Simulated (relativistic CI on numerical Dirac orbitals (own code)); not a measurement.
Electric-dipole lines of V XX

These numbers are calculated, not measured: Dirac-Coulomb-Breit CI, KLI orbitals optimised for each configuration, model QED (radiative potential, 1s self-energy scaled to tabulated hydrogen-like ionisation energies), unscaled Slater integrals (own radial code, finite nucleus).

CI space (outside the closed core 1s2): 2s2, 2s 2p, 2p2, 2p 3s, 2p 3p, 2s 3s, 2s 3p, 2s 3d, 2s 4s, 2s 4p, 2s 4d, 2s 4f, 3s2, 3s 3p, 3p2. Levels of other configurations are missing.

| λ vac (nm) | Lower | Upper | A (s⁻¹) | E lower (eV) | E upper (eV) |
| --- | --- | --- | --- | --- | --- |
| 1.1300 | 2s 2p 3P°_2 [4] | 2s 4d 3D_3 [43] | 3.97e+12 | 46.61 | 1143.83 |
| 1.1623 | 2s 2p 1P°_1 [5] | 2s 4d 1D_2 [44] | 4.03e+12 | 79.47 | 1146.19 |
| 1.4220 | 2s 2p 3P°_2 [4] | 2p 3p 3P_2 [32] | 3.06e+12 | 46.61 | 918.52 |
| 1.4278 | 2s 2p 3P°_2 [4] | 2p 3p 3D_3 [29] | 2.41e+12 | 46.61 | 914.94 |
| 1.4286 | 2s 2p 3P°_1 [3] | 2p 3p 3D_2 [26] | 2.22e+12 | 40.15 | 908.03 |
| 1.4349 | 2s2 1S_0 [1] | 2s 3p 1P°_1 [15] | 4.12e+12 | 0.00 | 864.09 |
| 1.4674 | 2s 2p 1P°_1 [5] | 2p 3p 1D_2 [33] | 4.90e+12 | 79.47 | 924.38 |
| 1.4834 | 2s 2p 3P°_0 [2] | 2s 3d 3D_1 [17] | 7.65e+12 | 37.71 | 873.50 |
| 1.4872 | 2s 2p 3P°_1 [3] | 2s 3d 3D_2 [18] | 1.01e+13 | 40.15 | 873.83 |
| 1.4878 | 2s 2p 3P°_1 [3] | 2s 3d 3D_1 [17] | 5.63e+12 | 40.15 | 873.50 |
| 1.4978 | 2s 2p 3P°_2 [4] | 2s 3d 3D_3 [19] | 1.32e+13 | 46.61 | 874.37 |
| 1.4988 | 2s 2p 3P°_2 [4] | 2s 3d 3D_2 [18] | 3.31e+12 | 46.61 | 873.83 |
| 1.5458 | 2s 2p 1P°_1 [5] | 2s 3d 1D_2 [20] | 9.59e+12 | 79.47 | 881.51 |
| 4.3951 | 2s 3p 1P°_1 [15] | 2s 4d 1D_2 [44] | 6.65e+11 | 864.09 | 1146.19 |
| 4.4008 | 2s 3p 3P°_1 [13] | 2s 4d 3D_2 [42] | 5.68e+11 | 861.91 | 1143.64 |
| 4.4391 | 2s 3p 3P°_2 [16] | 2s 4d 3D_3 [43] | 1.13e+12 | 864.53 | 1143.83 |
| 4.5459 | 2s 3d 3D_1 [17] | 2s 4f 3F°_2 [45] | 1.89e+12 | 873.50 | 1146.24 |
| 4.5507 | 2s 3d 3D_2 [18] | 2s 4f 3F°_3 [46] | 1.98e+12 | 873.83 | 1146.28 |
| 4.5581 | 2s 3d 3D_3 [19] | 2s 4f 3F°_4 [47] | 2.26e+12 | 874.37 | 1146.38 |
| 4.6737 | 2s 3d 1D_2 [20] | 2s 4f 1F°_3 [48] | 2.16e+12 | 881.51 | 1146.80 |

Terms are leading LS components. Brackets give the number of a level in order of energy, since labels repeat. The list gives strong lines, with weight on those to low levels, without lines whose two gauges differ by over a factor of 2.5, among the lowest 48 of 58 levels, so that lines to higher ones, which can be the strongest, are missing. Levels whose partners in the same complex of configurations lie outside the list can be far off, and so can their lines. Rates are taken at the computed energies, electric ones in the length gauge.

At this charge energies of transitions that change n are usually good to better than 1 %, and those within a shell (Δn = 0) to a few per cent.

(1) From the table, what is the radiative lifetime of 2s 4d 3D_3?

## Answers

(1) The listed rates from this level add up to about 5.10e+12 s⁻¹, 100 % of its decay; with all channels τ = 1.96e-13 s.

LS names give the leading component of a level, which can be under half, so a name can repeat, a term be missing and a line seem to break the LS rules.
